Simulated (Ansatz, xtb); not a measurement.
Relative energy of two isomers of C2H8GeSi2

Structure I is `C#[C][GeH]([SiH3])[SiH3]`, a singlet and structure II is `C#C[Si@@H]([SiH3])[GeH3]`, a singlet. Both are isolated molecules in the gas phase, relaxed with B3LYP-D3(BJ)/def2-SVP.

Quicker runs give these differences E(II) − E(I): GFN2-xTB +61.09 kJ/mol; HF/STO-3G +9.67 kJ/mol (at GFN2-xTB geometries); r2SCAN-D4/def2-SVP −4.47 kJ/mol (at GFN2-xTB geometries).

Q: Estimate E(II) − E(I) at the level CCSD(T)/def2-SVP + ΔMP2/def2-TZVPP.

A: Too close to call at this level: CCSD(T)/def2-SVP + ΔMP2/def2-TZVPP gives E(II) − E(I) = +1.20 kJ/mol.

How the difference moves with the method:

```
                             level               geometry  E(II) − E(I) (kJ/mol)  departure from the last row (kJ/mol)  job, with rough time for the two
                          GFN2-xTB               GFN2-xTB                  +61.09                                +59.89               optimisation, 0.9 s
                         HF/STO-3G               GFN2-xTB                   +9.67                                 +8.47               single point, 4.9 s
                r2SCAN-D4/def2-SVP               GFN2-xTB                   −4.47                                 −5.67                single point, 16 s
             B3LYP-D3(BJ)/def2-SVP  B3LYP-D3(BJ)/def2-SVP                   −6.02                                 −7.22             optimisation, 4.3 min
                       HF/def2-SVP  B3LYP-D3(BJ)/def2-SVP                   −2.25                                 −3.45           part of the CCSD(T) run
                      MP2/def2-SVP  B3LYP-D3(BJ)/def2-SVP                   −2.25                                 −3.45           part of the CCSD(T) run
                  CCSD(T)/def2-SVP  B3LYP-D3(BJ)/def2-SVP                   −3.58                                 −4.78                      single point
CCSD(T)/def2-SVP + ΔMP2/def2-TZVPP  B3LYP-D3(BJ)/def2-SVP                   +1.20                                                   single point, 2.5 min
```

As drawn, II has 1 C–Si, 1 Si–Si, 2 Ge–H in place of 1 C–Ge, 1 Ge–Si, 2 Si–H.

The largest departure from CCSD(T)/def2-SVP + ΔMP2/def2-TZVPP is that of GFN2-xTB, 59.89 kJ/mol. The last row adds to CCSD(T) the change of the MP2 difference between the two basis sets, here +4.78 kJ/mol.

With thermal terms from frequencies at re-optimised GFN2-xTB minima (ideal gas, soft modes damped towards free rotors, one conformer each, 298.15 K, 1 atm): the zero-point term adds −1.01 kJ/mol; ΔH is +0.05 and ΔG −0.40 kJ/mol.

The correlated steps freeze 21 core orbitals; the filled d shell of Ge is correlated, in a basis made for valence electrons. Mirror images aren't counted in ΔG. Run with Ansatz 0.2.0, xtb 6.7.1; the last row on 2 threads of Intel(R) Xeon(R) Processor @ 2.50GHz (Skylake/Cascade Lake) on a shared host.
